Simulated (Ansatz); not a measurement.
C7H18FN2Ta (`C[N](C)[Ta]([CH3])([F])=[N]C(C)(C)C`) at its PBE0-D4/def2-TZVP geometry, where that method's forces vanish. Charge 0, multiplicity 1. Ta: def2 effective core potential.

```xyz
29

C    -0.2185    2.0674    1.7925
N    -1.0913    0.9153    1.8016
C    -2.1059    1.0122    2.8387
Ta   -1.0927   -0.7295    0.7069
C    -2.8078   -0.5575   -0.6182
F    -1.2138   -2.3589    1.6924
N     0.3075   -0.5896   -0.3648
C     1.4608   -0.6313   -1.2149
C     1.4501   -1.9340   -2.0141
C     1.4178    0.5623   -2.1688
C     2.7203   -0.5629   -0.3516
H     0.5338    1.9593    1.0133
H    -0.7872    2.9877    1.6038
H     0.2898    2.1859    2.7590
H    -2.7549    1.8821    2.6782
H    -1.6527    1.1006    3.8343
H    -2.7494    0.1237    2.8515
H    -2.8477   -1.4109   -1.3046
H    -3.7451   -0.5417   -0.0476
H    -2.7670    0.3495   -1.2268
H     2.3187   -1.9902   -2.6757
H     1.4711   -2.7932   -1.3403
H     0.5463   -1.9970   -2.6240
H     0.5106    0.5295   -2.7755
H     2.2838    0.5580   -2.8362
H     1.4191    1.4995   -1.6077
H     2.7550   -1.4092    0.3376
H     3.6183   -0.5850   -0.9747
H     2.7310    0.3579    0.2358
```

(1) What forces (eV/Å) does PBE-D4/def2-TZVPP give on these atoms in Ansatz 0.2.0? (Estimate.)

## Answers

(1) Computed: 
```
C1   0.076  0.080 -0.006
N2   0.036  0.017 -0.091
C3  -0.092 -0.013  0.093
Ta4 -0.513 -0.196  0.247
C5   0.062  0.016  0.037
F6  -0.010 -0.298  0.166
N7   0.344  0.115 -0.291
C8   0.025 -0.012 -0.008
C9   0.004 -0.065 -0.042
C10  0.002  0.058 -0.052
C11  0.067  0.001  0.037
H12  0.159 -0.017 -0.162
H13 -0.108  0.205 -0.034
H14  0.113  0.045  0.206
H15 -0.141  0.187 -0.022
H16  0.088  0.028  0.222
H17 -0.124 -0.166  0.002
H18 -0.007 -0.158 -0.138
H19 -0.172  0.005  0.109
H20 -0.006  0.171 -0.130
H21  0.167 -0.021 -0.134
H22  0.004 -0.175  0.124
H23 -0.175 -0.021 -0.123
H24 -0.175  0.002 -0.124
H25  0.167  0.008 -0.136
H26  0.000  0.189  0.103
H27  0.015 -0.163  0.140
H28  0.184 -0.003 -0.113
H29  0.010  0.180  0.120
```
